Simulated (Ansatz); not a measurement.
Ansatz (an electronic-structure program) input (r2SCANh/def2-TZVPD):

Ansatz 0.2 input:
```yaml
crystal:
  periodic: [false, false, false]
  atoms:
    - {symbol: B, position_ang: [0.80665904, 0.08227954, 0.00928630]}
    - {symbol: C, position_ang: [-0.70792985, -0.07220912, -0.00814973]}
    - {symbol: H, position_ang: [1.50760275, -0.81758093, -0.33993101]}
    - {symbol: H, position_ang: [1.30337086, 1.10430134, 0.37229109]}
    - {symbol: H, position_ang: [-1.21542604, -0.88917951, -0.51270458]}
    - {symbol: H, position_ang: [-1.38126363, 0.62431615, 0.48281134]}
basis:
  gaussian:
    orbitals: def2-TZVPD
hamiltonian:
  xc: {name: r2SCANh}
magnetization: {spin_polarized: true, initial_magnetization: 1}
output: {forces: true}
```

End of the output:

```
mean field evaluation 2: about -1772.8209 eV, gradient 2.3e1 eV
mean field evaluation 4: about -1775.7158 eV, gradient 9.4e-1 eV
mean field evaluation 8: about -1775.7045 eV, gradient 2.3e-1 eV
mean field evaluation 16: about -1775.7047 eV, gradient 2.8e-5 eV
mean field -1775.70467636 eV, -65.2559432403 hartree, gradient 2.8e-5 eV, S^2 0.755668; 0 other end points of the search recorded, 0 dependent functions left out
the calculation of the forces begins
reference -1775.70468966 eV, -65.2559437292 hartree; 8, 7 occupied and 102, 103 virtual orbitals, 543 factors
Total energy: -1775.70468966 eV, -65.2559437292 hartree
Atom 0 at     0.806659     0.082280     0.009286 Å, force    -0.051699    -0.005273    -0.000595 eV/Å
Atom 1 at    -0.707930    -0.072209    -0.008150 Å, force    -0.019536    -0.001993    -0.000225 eV/Å
Atom 2 at     1.507603    -0.817581    -0.339931 Å, force     0.027624    -0.035074    -0.012360 eV/Å
Atom 3 at     1.303371     1.104301     0.372291 Å, force     0.019686     0.039900     0.012905 eV/Å
Atom 4 at    -1.215426    -0.889180    -0.512705 Å, force     0.010951     0.010613     0.004718 eV/Å
Atom 5 at    -1.381264     0.624316     0.482811 Å, force     0.012973    -0.008172    -0.004442 eV/Å
Dipole moment:    -0.243617    -0.024849    -0.002805 e Å
```

It need not be the lowest isomer of its formula.
